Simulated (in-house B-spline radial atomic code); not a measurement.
Inner levels of dysprosium as electrons are removed. A shift is the extra binding of the orbital against the neutral atom ([Xe] 4f10 6s2). Computed with an all-electron radial atomic-structure program (B-spline basis): non-relativistic Hartree-Fock, average of the configuration, point nuclei.

This level leaves out relativity, spin-orbit splitting included, which matters for heavy ions.

```tsv
ion	configuration	shift of 3s (eV)	shift of 3p (eV)	shift of 2s (eV)	radius of 3s (bohr)	radius of 3p (bohr)	radius of 2s (bohr)	Σ<r²> (bohr²)	change of density at nucleus (bohr⁻³)
Dy28+	[Kr] 4d2	954.92	956.77	985.77	0.24767	0.23748	0.097512	4.0855	226.95
Dy29+	[Kr] 4d1	?	?	?	?	?	?	?	?
Dy30+	[Ar] 3d10 4s2 4p6	1065.66	1068.2	1107.71	0.24705	0.23679	0.097481	3.4242	299.49
Dy31+	[Ar] 3d10 4s2 4p5	1121.12	1123.69	1168.96	0.24677	0.23681	0.097461	3.106	340.51
Dy32+	[Ar] 3d10 4s2 4p4	1177.22	1179.83	1231.04	0.24648	0.23653	0.097441	2.796	382.43
Dy33+	[Ar] 3d10 4s2 4p3	1233.96	1236.62	1293.97	0.24618	0.23625	0.09742	2.4939	425.26
Dy34+	[Ar] 3d10 4s2 4p2	1291.33	1294.04	1357.72	0.24587	0.23595	0.097398	2.1995	469.01
Dy35+	[Ar] 3d10 4s2 4p1	1349.32	1352.1	1422.31	0.24556	0.23565	0.097375	1.9123	513.68
Dy36+	[Ar] 3d10 4s2	1407.94	1410.79	1487.72	0.24524	0.23534	0.097352	1.6323	559.26
Dy37+	[Ar] 3d10 4s1	1465.24	1469.81	1551.92	0.24528	0.23503	0.097347	1.3574	-108.09
Dy38+	[Ar] 3d10	1523.09	1529.4	1616.84	0.24507	0.23472	0.09734	1.0886	-796.15
Dy39+	[Ar] 3d9	?	?	?	?	?	?	?	?
Dy40+	[Ar] 3d8	1718.72	1727.63	1879.64	0.24227	0.23165	0.097176	0.96059	-616.2
Dy41+	[Ar] 3d7	1818.2	1828.56	2013.98	0.24089	0.23014	0.097089	0.89985	-523.01
Dy42+	[Ar] 3d6	1918.79	1930.7	2150.26	0.23951	0.22865	0.097	0.84115	-427.67
Dy43+	[Ar] 3d5	2020.49	2034.04	2288.47	0.23815	0.22717	0.096907	0.78442	-330.17
Dy44+	[Ar] 3d4	2123.28	2138.58	2428.59	0.2368	0.2257	0.096812	0.72956	-230.53
Dy45+	[Ar] 3d3	2227.17	2244.32	2570.62	0.23546	0.22425	0.096714	0.67649	-128.72
Dy46+	[Ar] 3d2	?	?	?	?	?	?	?	?
Dy47+	[Ar] 3d1	2438.22	2459.38	2860.36	0.23281	0.2214	0.096509	0.57543	81.371
Dy48+	[Ne] 3s2 3p6	2545.37	2568.7	3008.04	0.2315	0.22	0.096402	0.5273	189.67
```

Question: Fill in the row of Dy29+.

Answer: shift of 3s (eV): 1009.87; shift of 3p (eV): 1012.05; shift of 2s (eV): 1046.18; radius of 3s (bohr): 0.24736; radius of 3p (bohr): 0.23714; radius of 2s (bohr): 0.097497; Σ<r²> (bohr²): 3.7491; change of density at nucleus (bohr⁻³): 262.7.

Question: Fill in the row of Dy39+.

Answer: shift of 3s (eV): 1620.35; shift of 3p (eV): 1627.91; shift of 2s (eV): 1747.26; radius of 3s (bohr): 0.24367; radius of 3p (bohr): 0.23317; radius of 2s (bohr): 0.097259; Σ<r²> (bohr²): 1.0235; change of density at nucleus (bohr⁻³): -707.24.

Question: Fill in the row of Dy46+.

Answer: shift of 3s (eV): 2332.15; shift of 3p (eV): 2351.26; shift of 2s (eV): 2714.55; radius of 3s (bohr): 0.23413; radius of 3p (bohr): 0.22282; radius of 2s (bohr): 0.096613; Σ<r²> (bohr²): 0.62514; change of density at nucleus (bohr⁻³): -24.757.
